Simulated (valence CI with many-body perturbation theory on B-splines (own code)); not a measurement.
The numbers below are computed, except where a source is named.
## Hyperfine factors and g values of Tm56+

Level of theory: configuration interaction combined with many-body perturbation theory (CI+MBPT): three valence electrons over a frozen Dirac-Fock core [Ne], radial functions for each j: 11 s, 11 p, 10 d, 8 f, 5 g, 2 h, with the one-electron correlation potential Σ1 (screened to all orders), the two-electron term Σ2, the three-electron term Σ3, Breit, model QED; selected single and double excitations, second order for the rest, scaled by the run's own slope (own B-spline code, finite nucleus).

The last digits are not significant, and no measured levels were compared; by estimate large intervals hold to a few tenths of a per cent, small ones and those within an open d or f shell to about a per cent.

A/g_I is the dipole constant over the nuclear g factor μ/I (μ in nuclear magnetons, uniformly magnetised nucleus), B/Q the quadrupole constant per barn. Both hold the static response of the core; the bare values leave it out. Large factors of s and p1/2 electrons are usually good to 5 to 10 %; those of open d and f shells near neutrality can be off by tens of per cent, and small factors of p3/2, d and f electrons come from cancelling terms and can be off by a factor of two or in sign, in half-filled shells by more. B is blank for J = 1/2, where it vanishes, and for nearly pure S terms. Energies count from the lowest level.

Levels are named by their leading jj configuration (3d3/2^4 stands for four electrons in 3d with j = 3/2), which in mixed levels can hold well under half, so a name can repeat and another be missing. Letters in brackets count levels of one name in rising energy.

```csv
Level,E (× 10³ cm⁻¹),g,A/g_I (MHz),A/g_I bare,B/Q (MHz/b),B/Q bare
(3s^2 3p1/2) J=1/2,0.00,0.650,1380000,1350000,,
(3s 3p1/2^2) J=1/2,1206.2,2.139,4140000,4050000,,
(3s^2 3p3/2) J=3/2,2103.2,1.322,174000,173000,338000,334000
(3s 3p1/2 3p3/2) J=3/2 [a],3090.7,1.636,968000,952000,274000,271000
(3s 3p1/2 3p3/2) J=5/2,3222.8,1.342,1190000,1170000,262000,258000
(3s 3p1/2 3p3/2) J=3/2 [b],3383.4,0.963,99800,101000,181000,179000
(3s 3p1/2 3p3/2) J=1/2,3456.6,1.249,-1480000,-1440000,,
(3s^2 3d3/2) J=3/2,3824.2,0.828,45600,48800,71800,73000
(3s^2 3d5/2) J=5/2,4239.6,1.202,69800,71600,59700,61800
(3p1/2^2 3p3/2) J=3/2,4574.9,1.137,93000,96000,245000,242000
(3s 3p1/2 3d3/2) J=3/2 [a],4683.3,0.648,-228000,-220000,116000,116000
(3s 3p1/2 3d3/2) J=5/2,4777.9,1.027,1140000,1110000,19100,21300
(3s 3p1/2 3d3/2) J=1/2,4971.6,0.390,-1690000,-1640000,,
(3s 3p1/2 3d3/2) J=3/2 [b],5012.3,1.292,1020000,1000000,55700,55500
(3s 3p1/2 3d5/2) J=5/2 [a],5259.1,1.350,397000,392000,64100,66000
(3s 3p3/2^2) J=5/2,5290.6,1.422,974000,957000,92600,91300
(3s 3p1/2 3d5/2) J=7/2,5357.7,1.241,813000,798000,11100,14000
(3s 3p1/2 3d5/2) J=5/2 [b],5435.9,1.039,15200,18500,78700,79900
(3s 3p1/2 3d5/2) J=3/2,5475.1,1.111,-884000,-860000,31900,33300
(3s 3p3/2^2) J=1/2,5562.1,1.911,4210000,4120000,,
(3s 3p3/2^2) J=3/2,5612.3,1.193,-629000,-609000,-61400,-60600
(3p1/2^2 3d3/2) J=3/2,6139.3,0.772,95400,95500,55800,57600
(3p1/2 3p3/2^2) J=5/2,6629.9,1.166,526000,518000,37600,37300
(3p1/2 3p3/2^2) J=3/2,6663.3,1.411,-14700,-7000,21200,20900
(3p1/2^2 3d5/2) J=5/2,6720.7,1.193,31100,35600,49000,51300
(3p1/2 3p3/2^2) J=1/2,6784.8,0.703,1580000,1540000,,
(3s 3p3/2 3d3/2) J=3/2 [a],6887.0,1.298,511000,504000,-5890,-7280
(3s 3p3/2 3d3/2) J=1/2 [a],6899.1,2.202,1740000,1710000,,
(3s 3p3/2 3d3/2) J=5/2 [a],6909.7,1.234,472000,466000,124000,122000
(3s 3p3/2 3d3/2) J=7/2,6935.7,1.242,692000,682000,340000,337000
(3s 3p3/2 3d3/2) J=3/2 [b],7133.9,0.984,147000,147000,-181000,-178000
(3s 3p3/2 3d5/2) J=9/2,7213.8,1.322,544000,537000,414000,412000
(3s 3p3/2 3d3/2) J=5/2 [b],7241.8,0.958,-150000,-143000,219000,218000
(3s 3p3/2 3d3/2) J=1/2 [b],7277.7,0.608,731000,717000,,
(3s 3p3/2 3d5/2) J=5/2 [a],7384.5,1.336,820000,805000,-181000,-178000
(3s 3p3/2 3d5/2) J=7/2 [a],7455.0,1.227,316000,313000,249000,248000
(3s 3p3/2 3d5/2) J=3/2 [a],7474.8,1.155,-332000,-320000,-179000,-177000
(3s 3p3/2 3d5/2) J=7/2 [b],7592.6,1.197,6030,10100,209000,209000
(3s 3p3/2 3d5/2) J=1/2,7666.8,0.703,-1190000,-1160000,,
(3s 3p3/2 3d5/2) J=3/2 [b],7742.5,1.301,977000,959000,105000,105000
```

Task: Take the isotope of mass number 171, with I = 1/2, μ = -0.23 μN. What is the hyperfine structure of (3s 3p1/2 3p3/2) J=3/2 [b]?

Result: From the table A = -45900 MHz. Shifts from the centre of gravity in MHz: F = 1: 57400, F = 2: -34400.
